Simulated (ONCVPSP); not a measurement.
Cutoff test, lanthanum (La), ONCV

- Element: La (Z = 57)
- Generator: ONCVPSP 4.0.1
- Type: optimised norm-conserving Vanderbilt (ONCV)
- Functional: LDA (Perdew-Zunger)
- Relativity: scalar-relativistic
- Frozen core: [Xe]
- Valence charge: 3
- Reference configuration: 5d1 6s0.5 (charge +1.5)
- Partial waves: 6s: rc 3.75 bohr, ncon 3, nbas 7, qcut 1.4 1/bohr, 1 projector; p scattering state at 0.03 Ha: rc 4.10 bohr, ncon 4, nbas 7, qcut 1.9 1/bohr, 2 projectors, debl 2.4 Ha; 5d: rc 4.00 bohr, ncon 4, nbas 9, qcut 3.5 1/bohr, 2 projectors, debl 2 Ha; f scattering state at 0.13 Ha: rc 4.10 bohr, ncon 5, nbas 8, qcut 2.8 1/bohr, 2 projectors, debl 1.4 Ha
- Local potential: polynomial inside 2.60 bohr (lpopt 5, dvloc0 0 Ha)
- Core correction: none

In the p channel the program set the typed energies aside and used 0.050, 2.450 Ha. In the f channel the program set the typed energies aside and used -0.507, 0.893 Ha.

**Question.** For each optimised wave give the share of its norm inside rc, the residual kinetic energy above qcut (Ha) and the cutoffs (Ha) for errors of 10, 1, 0.1 and 0.01 mHa per electron.

**Answer.**

| wave | norm inside rc | residual KE | 10 mHa | 1 mHa | 0.1 mHa | 0.01 mHa |
| --- | --- | --- | --- | --- | --- | --- |
| 6s | 0.497 | 6.3e-03 | 0.8 | 4.8 | 10.0 | 21.1 |
| p projector 1 | 0.266 | 1.7e-03 | 1.3 | 2.0 | 6.9 | 8.7 |
| p projector 2 | 0.173 | 5.8e-01 | 7.7 | 11.6 | 13.9 | 17.1 |
| 5d | 0.892 | 4.2e-06 | 3.4 | 4.5 | 5.1 | 5.8 |
| d projector 2 | 0.171 | 5.7e-04 | 4.7 | 5.8 | 12.3 | 23.8 |
| f projector 1 | 0.997 | 1.8e-01 | 13.2 | 15.7 | 17.4 | 21.7 |
| f projector 2 | 0.276 | 8.1e-01 | 17.5 | 19.9 | 22.8 | 26.6 |

The occupied waves need 4.8 Ha and 10 Ha for 1 and 0.1 mHa. The cutoffs count occupied waves only; projector 2 of the f channel, the hardest unoccupied one, needs 20 Ha at the loose tolerance. Note: ghosts flagged at negative energy: s at -33.0 eV; GHOST(+) flagged for p at 52.1 eV. A true bound ghost makes a file unfit for plane-wave use.
